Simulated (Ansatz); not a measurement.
Computed with Ansatz on PBE0-D4/def2-TZVP structures; ΔE is electronic, products minus reactants. CBS: MP2 limit from def2 TZ/QZ plus the TZ coupled-cluster correction, frozen cores. Functionals use def2-TZVPP. One conformer a species, not always the lowest.

Reaction (ligand exchange at the Si–C bond): `NC[SiH](O)O` + `CN[SiH3]` → `CN([SiH3])[SiH](O)O` + CH₃NH₂

(1) Is it downhill or uphill in electronic energy at CCSD(T)/CBS, and by how much? (Best estimate.)

(2) What do these levels give: PBE-D4, r2SCAN-D4, PBE0-D4, ωB97X-V, r2SCAN, PBE0, HF/def2-TZVPP, MP2/def2-TZVPP, CCSD(T)/def2-TZVPP, MP2/def2-QZVPP, HF/CBS(def2), CCSD/CBS(def2)? (Estimate.)

Largest T1 diagnostic among the species: 0.011.

## Answers

(1) Ansatz gave: Downhill: ΔE = -19.9 kcal/mol.

(2) The calculation gave: PBE-D4 -17.4, r2SCAN-D4 -19.2, PBE0-D4 -18.3, ωB97X-V -18.8, r2SCAN -18.9, PBE0 -17.3, HF/def2-TZVPP -20.4, MP2/def2-TZVPP -20.6, CCSD(T)/def2-TZVPP -20.0, MP2/def2-QZVPP -20.6, HF/CBS(def2) -20.8, CCSD/CBS(def2) -19.9 kcal/mol.

The D4 term adds −1.8 kcal/mol with B3LYP and −1.0 kcal/mol with PBE0; it sums over pairs of atoms, weighted by their polarisabilities, and B3LYP, whose exchange is more repulsive, gets the larger term. From PBE to PBE0 (25 % exact exchange), in def2-TZVPP and without D4, ΔE moves by −1.1 kcal/mol.

B3LYP here is the variant with VWN-RPA as its local correlation; programs differ in this.
